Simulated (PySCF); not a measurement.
C$_{6}$H$_{16}$NSi (SMILES C[C](C)N([SiH3])C(C)C), doublet, geometry from GFN2-xTB; DF-PBE0/6-31G* (PySCF).

PySCF was given this input:
```python
from pyscf import gto, scf, dft

mol = gto.M(
    atom='''
C     2.33789793    0.51302639    0.90635825
C     1.29181809   -0.39023721    0.35748938
C     1.68633689   -1.79423748    0.03238899
N     0.06007526    0.11743880   -0.02423235
Si   -0.14634451    1.77882185   -0.47447677
C    -1.08416655   -0.78469399    0.07380891
C    -1.66733588   -1.12329147   -1.29815051
C    -2.15997866   -0.20276658    0.98979537
H     3.01077887    0.90291001    0.13175104
H     2.95597483   -0.03225856    1.62198407
H     1.88769427    1.36533993    1.41091558
H     1.10941407   -2.19301439   -0.80040467
H     2.74251046   -1.82139588   -0.24035377
H     1.56108786   -2.47641934    0.88324056
H    -1.32768719    1.90537262   -1.32990920
H    -0.35810163    2.65809027    0.69296282
H     1.05228922    2.18332388   -1.20256409
H    -0.72666712   -1.71207160    0.53293839
H    -0.88727241   -1.48646950   -1.96287615
H    -2.11911758   -0.24518580   -1.74980521
H    -2.42795434   -1.89434680   -1.19877631
H    -2.94574736   -0.93721075    1.15349062
H    -1.72582262    0.06368005    1.95038124
H    -2.60051409    0.68728073    0.54918385
''',
    basis='6-31g*',
    spin=1,
    verbose=4,
)

mf = dft.UKS(mol)
mf.xc = 'pbe0'
mf = mf.density_fit(auxbasis='def2-universal-jkfit')
mf.kernel()
mf.analyze()
```

Output, abridged:

```
PySCF version 2.14.0

[INPUT] verbose = 4
[INPUT] num. atoms = 24
[INPUT] num. electrons = 73
[INPUT] charge = 0
[INPUT] spin (= nelec alpha-beta = 2S) = 1
[INPUT] symmetry False subgroup None
[INPUT] Mole.unit = angstrom
[INPUT] Symbol           X                Y                Z      unit          X                Y                Z       unit  Magmom
[...]
nuclear repulsion = 492.572684251167
number of shells = 82
number of NR pGTOs = 304
number of NR cGTOs = 148
basis = 6-31g*
ecp = {}

******** <class 'pyscf.df.df_jk.DFUKS'> ********
method = DFUKS
initial guess = minao
damping factor = 0
level_shift factor = 0
DIIS = <class 'pyscf.scf.diis.CDIIS'>
diis_start_cycle = 1
diis_space = 8
diis_damp = 0
SCF conv_tol = 1e-09
SCF conv_tol_grad = None
SCF max_cycles = 50
direct_scf = False
number electrons alpha = 37  beta = 36
XC library pyscf.dft.libxc version 7.1.2
    S. Lehtola, C. Steigemann, M. J. T. Oliveira, and M. A. L. Marques,  SoftwareX 7, 1–5 (2018)
XC functionals = pbe0
    C. Adamo and V. Barone,  J. Chem. Phys. 110, 6158 (1999)
    M. Ernzerhof and G. E. Scuseria,  J. Chem. Phys. 110, 5029 (1999)
radial grids:
    Treutler-Ahlrichs [JCP 102, 346 (1995); DOI:10.1063/1.469408] (M4) radial grids

becke partition: Becke, JCP 88, 2547 (1988); DOI:10.1063/1.454033
pruning grids: <function nwchem_prune>
grids dens level: 3
symmetrized grids: False
atomic radii adjust function: <function treutler_atomic_radii_adjust>
small_rho_cutoff = 0
Set gradient conv threshold to 3.16228e-05
tot grids = 274720
******** <class 'pyscf.df.df.DF'> ********
auxbasis = def2-universal-jkfit
init E= -582.564890857542

cycle= 1 E= -581.897061635588  delta_E= 0.668  |g|= 0.339  |ddm|=    3
cycle= 2 E= -581.894058516697  delta_E= 0.003  |g|= 0.355  |ddm|= 0.733
cycle= 3 E= -581.960984036386  delta_E= -0.0669  |g|= 0.0411  |ddm|= 0.436
cycle= 4 E= -581.961510373037  delta_E= -0.000526  |g|= 0.0273  |ddm|= 0.0664
cycle= 5 E= -581.961888897669  delta_E= -0.000379  |g|= 0.00496  |ddm|= 0.0344
cycle= 6 E= -581.961903735192  delta_E= -1.48e-05  |g|= 0.00248  |ddm|= 0.00993
cycle= 7 E= -581.961908588616  delta_E= -4.85e-06  |g|= 0.000781  |ddm|= 0.00411
cycle= 8 E= -581.9619090714  delta_E= -4.83e-07  |g|= 0.000213  |ddm|= 0.00174
cycle= 9 E= -581.961909101386  delta_E= -3e-08  |g|= 0.000104  |ddm|= 0.000384
cycle= 10 E= -581.961909108745  delta_E= -7.36e-09  |g|= 3.06e-05  |ddm|= 0.000169
cycle= 11 E= -581.961909109523  delta_E= -7.78e-10  |g|= 1.09e-05  |ddm|= 6.41e-05
[...]
converged SCF energy = -581.961909109588  <S^2> = 0.75428331  2S+1 = 2.0042787
Total Energy =                        -581.961909109588305
[...]
spin density of  2 C =     -0.04141
spin density of  3 N =      0.10330
spin density of  4 Si =      0.01741
spin density of  5 C =      0.00816
spin density of  6 C =      0.00104
spin density of  7 C =      0.00617
spin density of  8 H =      0.04926
spin density of  9 H =      0.02183
spin density of  10 H =      0.00802
spin density of  11 H =      0.01088
spin density of  12 H =      0.02151
spin density of  13 H =      0.03853
spin density of  14 H =      0.00952
spin density of  15 H =      0.01085
spin density of  16 H =      0.00064
spin density of  17 H =     -0.00026
spin density of  18 H =      0.00047
spin density of  19 H =      0.00006
spin density of  20 H =      0.00048
spin density of  21 H =      0.00291
spin density of  22 H =     -0.00008
spin density of  23 H =     -0.00027
 ** Mulliken pop alpha/beta on meta-lowdin orthogonal AOs **
 ** Mulliken pop       alpha | beta **
In total            37.00000 | 36.00000
 ** Mulliken atomic charges   ( Nelec_alpha | Nelec_beta ) **
charge of  0C =     -0.32725  (     3.13979      3.18746 )
charge of  1C =      0.01098  (     3.38384      2.60518 )
charge of  2C =     -0.32694  (     3.14276      3.18418 )
charge of  3N =     -0.37183  (     3.73757      3.63427 )
charge of  4Si =      0.55733  (     6.73004      6.71263 )
charge of  5C =      0.03470  (     2.98673      2.97857 )
charge of  6C =     -0.32706  (     3.16405      3.16301 )
charge of  7C =     -0.32589  (     3.16603      3.15986 )
charge of  8H =      0.09971  (     0.47477      0.42552 )
charge of  9H =      0.11157  (     0.45513      0.43330 )
charge of  10H =      0.10985  (     0.44909      0.44107 )
charge of  11H =      0.10766  (     0.45161      0.44073 )
charge of  12H =      0.10946  (     0.45603      0.43451 )
charge of  13H =      0.10102  (     0.46876      0.43023 )
charge of  14H =     -0.09982  (     0.55467      0.54515 )
charge of  15H =     -0.11789  (     0.56437      0.55352 )
charge of  16H =     -0.09160  (     0.54612      0.54548 )
charge of  17H =      0.10528  (     0.44723      0.44749 )
charge of  18H =      0.10673  (     0.44687      0.44640 )
charge of  19H =      0.10691  (     0.44658      0.44651 )
charge of  20H =      0.10403  (     0.44823      0.44775 )
charge of  21H =      0.10752  (     0.44769      0.44478 )
charge of  22H =      0.11153  (     0.44419      0.44427 )
charge of  23H =      0.10400  (     0.44786      0.44814 )
Dipole moment(X, Y, Z, Debye): -0.38103, -0.69816,  0.12408
```
